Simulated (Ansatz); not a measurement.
System: CHI$_{2}$ (charge 0, doublet). SMILES: I[CH]I
Structure (B3LYP-D3(BJ)/def2-TZVP (Ansatz, a first-principles code) minimum search):
```
C
H 1 1.0796
I 1 2.0585 2 116.43
I 1 2.0585 2 116.43 3 158.73
```
Charge 0, spin multiplicity 2.

Wanted: atomisation energy, in kcal/mol. Conventions: atomisation electronic, to ground-state atoms; spin-orbit terms left out; def2 sets with scalar-relativistic core potentials past Kr; UHF or UKS for open shells; STO-3G and 3-21G all-electron and non-relativistic; no dispersion term unless named. First-principles rows: single points at B3LYP-D3(BJ) geometries (Ansatz).

```tsv
species	coefficient	E at HF/STO-3G (Ansatz), Eh	E at PBE0/def2-TZVPD (Ansatz), Eh
I[CH]I	-1	-13739.31993	-634.05232
C atom	+1	-37.19839	-37.80543
H atom	+1	-0.46658	-0.50104
I atom	+2	-6850.67625	-297.69320
```

 1 Eh = 627.5095 kcal/mol.

Problem. Compute it at each level from the table.

Solution. 
- HF/STO-3G: the sum of coefficient times E is 0.30246 Eh, or 189.80 kcal/mol. Result: 189.8 kcal/mol.
- PBE0/def2-TZVPD: the sum of coefficient times E is 0.35945 Eh, or 225.56 kcal/mol. Result: 225.6 kcal/mol.
